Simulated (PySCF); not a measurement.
Which level of theory gave which numbers?

Species: CH₆BNO₂.
SMILES: `CNB(O)O`

The closed-shell ground state was solved 7 times with PySCF (density fitting, gas phase), always in the pcSseg-2 basis (264 functions), with these functionals: B97-2, BHandHLYP, BP86, KT3, LC-wPBE, mPW1PW91 and wB97X-D. The structure is a single PBE0-D3(BJ)/def2-SVP conformer in the gas phase; no vibrational or solvent corrections.

```json
{"row": "P", "total energy (Eh)": "-271.8883", "HOMO (eV)": "-8.31", "LUMO (eV)": "0.73", "dipole (D)": "1.96"}
{"row": "Q", "total energy (Eh)": "-275.8967", "HOMO (eV)": "-5.66", "LUMO (eV)": "-0.72", "dipole (D)": "1.81"}
{"row": "R", "total energy (Eh)": "-271.9455", "HOMO (eV)": "-8.85", "LUMO (eV)": "1.98", "dipole (D)": "1.93"}
{"row": "S", "total energy (Eh)": "-272.0292", "HOMO (eV)": "-5.66", "LUMO (eV)": "-0.40", "dipole (D)": "1.87"}
{"row": "T", "total energy (Eh)": "-271.9313", "HOMO (eV)": "-6.69", "LUMO (eV)": "0.26", "dipole (D)": "1.90"}
{"row": "U", "total energy (Eh)": "-271.9608", "HOMO (eV)": "-6.99", "LUMO (eV)": "0.22", "dipole (D)": "1.91"}
{"row": "V", "total energy (Eh)": "-271.8708", "HOMO (eV)": "-9.77", "LUMO (eV)": "2.08", "dipole (D)": "1.96"}
```

Q: Which functional belongs to which row?

A: P = BHandHLYP, Q = KT3, R = wB97X-D, S = BP86, T = B97-2, U = mPW1PW91, V = LC-wPBE. By rising HOMO–LUMO gap: KT3 (GGA) 4.94 eV; BP86 (GGA) 5.26 eV; B97-2 (global hybrid, 21 % exact exchange) 6.95 eV; mPW1PW91 (global hybrid, 25 % exact exchange) 7.21 eV; BHandHLYP (global hybrid, 50 % exact exchange) 9.04 eV; wB97X-D (range-separated hybrid) 10.83 eV; LC-wPBE (range-separated hybrid) 11.85 eV. Total energies of different functionals aren't bounds to one another; each is stationary for its own functional.

The values belong to the conformer `[CH3:1][NH:2][B:3]([OH:4])[OH:5]`: C1–N2–B3–O4 -1°, H–O4–B3–N2 -178°, H–O5–B3–N2 1°.

The pairwise dispersion term of wB97X-D wasn't added to the energies; at a given geometry it leaves orbitals and properties as they are.
